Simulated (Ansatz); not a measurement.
The same path of H2 + H3InO3 (9 atoms, charge 0, multiplicity 1) was run twice with different band settings. Lost on the way: H8–H9. Made: In1–H8, O2–H9.

Level of theory: RHF/def2-SVP (Ansatz 0.2.0).

Relaxed end points:

```xyz
9
Properties=species:S:1:pos:R:3
In -0.102 -0.487 -0.086
O 0.014 -0.547 1.889
H -0.766 -0.596 2.418
O 1.576 -0.489 -1.107
H 2.387 -0.518 -0.624
O -1.821 -0.453 -1.045
H -2.632 -0.454 -0.563
H 0.183 2.720 0.992
H 0.204 2.194 1.523
```

```xyz
9
Properties=species:S:1:pos:R:3
In 0.134 0.815 -0.253
O -0.050 0.153 2.011
H -0.876 -0.294 1.819
O 1.659 -0.219 -1.003
H 1.666 -1.160 -0.928
O -1.560 -0.286 -0.063
H -1.894 -0.841 -0.749
H 0.120 2.531 -0.234
H -0.155 0.671 2.797
```

Common settings: climbing image yes; spring 5.0 eV/Å²; optimiser quadratic models (default); start path through a guess of the saddle point; force threshold 0.05 eV/Å; iteration limit 60; end points relaxed.

| run | movable images |
| --- | --- |
| 1 | 5 |
| 2 | 3 |

(1) What does each run give, and how far can it be trusted?

Results:

(1) Run 1: converged after 39 iterations, highest image 1.093 eV above the first end. Beside the main top the profile has a ripple of under 15 meV (maxima at images 1, 4), which may be a very shallow well or noise. Neighbouring images differ by up to 2.2 eV, so the band resolves the path poorly. A vibrational analysis at the climbing image gives one clearly imaginary mode, 1711i cm⁻¹: a first-order saddle point.
Run 2: converged after 18 iterations, highest image 1.095 eV above the first end. Neighbouring images differ by up to 2.0 eV, so the band resolves the path poorly. Another band between the same ends (5 images) ends at a top of the same energy, where a vibrational analysis finds 1 clearly imaginary mode. So few images can step over the top or miss a turn of the path.
The orbitals stay closed-shell, which can raise the energy where a bond breaks towards radicals; this wasn't checked here.
